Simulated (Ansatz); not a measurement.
`C#C[O][SbH2]`, charge 0, multiplicity 1.

**Question.** Give a relaxed structure at PBE0-D4/def2-TZVP (Ansatz 0.2.0). (An estimate is asked.)

**Answer.** Computed: 
```xyz
7

C     1.1343   -0.9207   -1.1401
C     0.9004    0.0484   -0.4676
O     0.6680    1.0901    0.2449
Sb   -1.0626    1.2282    1.2738
H     1.3604   -1.7674   -1.7396
H    -2.0246    0.6970   -0.0396
H    -0.9760   -0.3755    1.8681
```
Point group Cs.
